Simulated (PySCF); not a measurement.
Gas-phase reaction: NbCl5 + OH = NbOCl3 + H + 2 Cl

Computed with PySCF (xtb for GFN2) and rigid-rotor harmonic-oscillator thermochemistry at 1 bar. † marks an energy on the PBE0/def2-TZVP geometry and frequencies; other levels use their own. MP2 and CCSD(T) freeze the core. Open shells (unrestricted): OH (multiplicity 2, electronic degeneracy 4), H (multiplicity 2), Cl (multiplicity 2, electronic degeneracy 6); the rest are closed-shell singlets. GFN2 has no spin-polarisation term. Spin-orbit splitting is ignored; it lowers the true energy and changes the entropy of OH, Cl. Nb: scalar-relativistic def2 core potential, no spin-orbit coupling. MP2 isn't extrapolated to the basis-set limit; its ΔH°(298 K) is 266.5 kJ in def2-SVP and 328.2 kJ in def2-TZVPP. CCSD(T) isn't extrapolated to the basis-set limit. The harmonic model lacks anharmonicity and excited electronic states, which grow with temperature; levels with a mode under 35 cm⁻¹ are left out. Soft modes under 120 cm⁻¹ make the harmonic entropy rough for NbCl5, NbOCl3. Warning, large T1 diagnostic: NbCl5, NbOCl3 (CCSD(T)/def2-SVP†).

```json
[
 {"level": "BLYP/def2-TZVP†", "ΔE electronic, kJ": "364", "ΔH°(298 K), kJ": "347", "ΔS°(298 K), J/K": "221", "ΔG°(1000 K), kJ": "123"},
 {"level": "CCSD(T)/def2-SVP†", "ΔE electronic, kJ": "324", "ΔH°(298 K), kJ": "307", "ΔS°(298 K), J/K": "221", "ΔG°(1000 K), kJ": "83"},
 {"level": "GFN2-xTB", "ΔE electronic, kJ": "497", "ΔH°(298 K), kJ": "481", "ΔS°(298 K), J/K": "213", "ΔG°(1000 K), kJ": "265"},
 {"level": "M06-2X/def2-TZVP†", "ΔE electronic, kJ": "394", "ΔH°(298 K), kJ": "377", "ΔS°(298 K), J/K": "221", "ΔG°(1000 K), kJ": "153"},
 {"level": "MP2/def2-SVP†", "ΔE electronic, kJ": "284", "ΔH°(298 K), kJ": "266", "ΔS°(298 K), J/K": "221", "ΔG°(1000 K), kJ": "42"},
 {"level": "MP2/def2-TZVPP†", "ΔE electronic, kJ": "345", "ΔH°(298 K), kJ": "328", "ΔS°(298 K), J/K": "221", "ΔG°(1000 K), kJ": "104"},
 {"level": "PBE/def2-TZVP†", "ΔE electronic, kJ": "400", "ΔH°(298 K), kJ": "382", "ΔS°(298 K), J/K": "221", "ΔG°(1000 K), kJ": "158"},
 {"level": "PBE0/def2-QZVP†", "ΔE electronic, kJ": "406", "ΔH°(298 K), kJ": "389", "ΔS°(298 K), J/K": "221", "ΔG°(1000 K), kJ": "165"},
 {"level": "PBE0/def2-TZVP", "ΔE electronic, kJ": "400", "ΔH°(298 K), kJ": "383", "ΔS°(298 K), J/K": "221", "ΔG°(1000 K), kJ": "159"},
 {"level": "r2SCAN/def2-TZVP†", "ΔE electronic, kJ": "422", "ΔH°(298 K), kJ": "405", "ΔS°(298 K), J/K": "221", "ΔG°(1000 K), kJ": "180"},
 {"level": "LDA/def2-TZVP†", "ΔE electronic, kJ": "490", "ΔH°(298 K), kJ": "473", "ΔS°(298 K), J/K": "221", "ΔG°(1000 K), kJ": "249"}
]
```
ΔH° is lowest at MP2/def2-SVP† and highest at GFN2-xTB. No reference value is set beside these.
